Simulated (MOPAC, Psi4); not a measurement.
Approach curve of the dimer C2H4 ··· H4N+ (SMILES C=C and [NH4+]) (charge +1). Monomers: optimised at B3LYP-D3(BJ) (def2-TZVP), held rigid. Orientation: lowest of the rigid-body minima from ten starts at GFN2-xTB. Only R, the distance of the centres of mass, is varied, so the lowest point isn't the relaxed dimer.

Geometry at R = 2.94 Å (first 6 atoms: monomer A):
```
11

C     -0.6523     0.1146     0.0027
C      0.6523    -0.1146    -0.0027
H     -1.1210     0.7211     0.7682
H     -1.3058    -0.2948    -0.7581
H      1.3058     0.2948     0.7581
H      1.1211    -0.7211    -0.7682
N     -0.3459    -2.3956     1.6747
H     -1.1242    -2.9540     1.3099
H      0.5121    -2.9563     1.6626
H     -0.2186    -1.5636     1.0896
H     -0.5528    -2.1083     2.6367
```

SAPT0/jun-cc-pVDZ, frozen core (Psi4); HF/aug-cc-pVDZ, counterpoise-corrected (Psi4); BLYP/def2-TZVP, counterpoise-corrected (Psi4); AM1, restricted, heats of formation (MOPAC); SCS-MP2/aug-cc-pVDZ = DF-SCS-MP2/aug-cc-pVDZ, frozen core, counterpoise-corrected run with Psi4.

Interaction energies in kcal/mol (negative: bound); R is the distance of the centres of mass, d the C2···H10 distance.

```json
[
 {"R / Å": "2.34", "d / Å": "1.46", "SAPT0/jun-cc-pVDZ": "24.30", "HF/aug-cc-pVDZ": "36.82", "BLYP/def2-TZVP": "28.40", "AM1": "36.66", "SCS-MP2/aug-cc-pVDZ": "30.37"},
 {"R / Å": "2.55", "d / Å": "1.65", "SAPT0/jun-cc-pVDZ": "4.57", "HF/aug-cc-pVDZ": "12.11", "BLYP/def2-TZVP": "6.43", "AM1": "10.98", "SCS-MP2/aug-cc-pVDZ": "7.51"},
 {"R / Å": "2.76", "d / Å": "1.84", "SAPT0/jun-cc-pVDZ": "-4.84", "HF/aug-cc-pVDZ": "-0.37", "BLYP/def2-TZVP": "-4.16", "AM1": "0.13", "SCS-MP2/aug-cc-pVDZ": "-3.49"},
 {"R / Å": "2.94", "d / Å": "2.01", "SAPT0/jun-cc-pVDZ": "-8.34", "HF/aug-cc-pVDZ": "-5.55", "BLYP/def2-TZVP": "-8.24", "AM1": "-3.58", "SCS-MP2/aug-cc-pVDZ": "-7.70"},
 {"R / Å": "3.13", "d / Å": "2.19", "SAPT0/jun-cc-pVDZ": "-9.62", "HF/aug-cc-pVDZ": "-7.97", "BLYP/def2-TZVP": "-9.81", "AM1": "-4.81", "SCS-MP2/aug-cc-pVDZ": "-9.37"},
 {"R / Å": "3.35", "d / Å": "2.40", "SAPT0/jun-cc-pVDZ": "-9.58", "HF/aug-cc-pVDZ": "-8.68", "BLYP/def2-TZVP": "-9.81", "AM1": "-4.41", "SCS-MP2/aug-cc-pVDZ": "-9.48"},
 {"R / Å": "3.61", "d / Å": "2.66", "SAPT0/jun-cc-pVDZ": "-8.62", "HF/aug-cc-pVDZ": "-8.18", "BLYP/def2-TZVP": "-8.71", "AM1": "-3.14", "SCS-MP2/aug-cc-pVDZ": "-8.53"},
 {"R / Å": "3.94", "d / Å": "2.98", "SAPT0/jun-cc-pVDZ": "-6.98", "HF/aug-cc-pVDZ": "-6.84", "BLYP/def2-TZVP": "-6.92", "AM1": "-1.95", "SCS-MP2/aug-cc-pVDZ": "-6.86"},
 {"R / Å": "4.47", "d / Å": "3.50", "SAPT0/jun-cc-pVDZ": "-4.67", "HF/aug-cc-pVDZ": "-4.74", "BLYP/def2-TZVP": "-4.49", "AM1": "-1.19", "SCS-MP2/aug-cc-pVDZ": "-4.56"},
 {"R / Å": "5.11", "d / Å": "4.13", "SAPT0/jun-cc-pVDZ": "-2.89", "HF/aug-cc-pVDZ": "-3.01", "BLYP/def2-TZVP": "-2.70", "AM1": "-0.82", "SCS-MP2/aug-cc-pVDZ": "-2.80"},
 {"R / Å": "6.10", "d / Å": "5.11", "SAPT0/jun-cc-pVDZ": "-1.54", "HF/aug-cc-pVDZ": "-1.60", "BLYP/def2-TZVP": "-1.36", "AM1": "-0.50", "SCS-MP2/aug-cc-pVDZ": "-1.45"},
 {"R / Å": "7.43", "d / Å": "6.43", "SAPT0/jun-cc-pVDZ": "-0.79", "HF/aug-cc-pVDZ": "-0.83", "BLYP/def2-TZVP": "-0.67", "AM1": "-0.28", "SCS-MP2/aug-cc-pVDZ": "-0.74"}
]
```

Lowest grid point: SAPT0/jun-cc-pVDZ -9.62 kcal/mol at R = 3.13 Å; HF/aug-cc-pVDZ -8.68 kcal/mol at R = 3.35 Å; BLYP/def2-TZVP -9.81 kcal/mol at R = 3.13 Å; AM1 -4.81 kcal/mol at R = 3.13 Å; SCS-MP2/aug-cc-pVDZ -9.48 kcal/mol at R = 3.35 Å.
